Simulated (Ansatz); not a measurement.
`N[SiH2][SiH](N)F` and `N[SiH2][SiH](N)Cl` differ in one element.

Ansatz, PBE0-D4/def2-TZVP geometries, multiplicity 1. Each molecule was computed in one conformer, which needn't be the lowest.

```json
{"property": "LUMO energy (PBE/def2-TZVPP) / eV", "`N[SiH2][SiH](N)F`": "-1.16"}
{"property": "HOMO–LUMO gap (B3LYP/def2-TZVPP) / eV", "`N[SiH2][SiH](N)F`": "6.57"}
{"property": "HOMO energy (B3LYP/def2-TZVPP) / eV", "`N[SiH2][SiH](N)F`": "-7.12"}
{"property": "LUMO energy (B3LYP/def2-TZVPP) / eV", "`N[SiH2][SiH](N)F`": "-0.55"}
{"property": "HOMO energy (ωB97M-V/def2-TZVPP) / eV", "`N[SiH2][SiH](N)F`": "-9.52"}
{"property": "HOMO energy (PBE0/def2-TZVPP) / eV", "`N[SiH2][SiH](N)F`": "-7.33"}
```

Problem. What does the change do to each property? (Estimate.)

Solution. Computed: 
```tsv
property	`N[SiH2][SiH](N)Cl`	shift
LUMO energy (PBE/def2-TZVPP) / eV	-1.15	0.01
HOMO–LUMO gap (B3LYP/def2-TZVPP) / eV	6.58	0.01
HOMO energy (B3LYP/def2-TZVPP) / eV	-7.10	0.02
LUMO energy (B3LYP/def2-TZVPP) / eV	-0.52	0.03
HOMO energy (ωB97M-V/def2-TZVPP) / eV	-9.49	0.03
HOMO energy (PBE0/def2-TZVPP) / eV	-7.31	0.02
```

Positive LUMOs are unbound, so they and the gaps depend on the basis.

B3LYP here is the variant with VWN-RPA as its local correlation; programs differ in this.
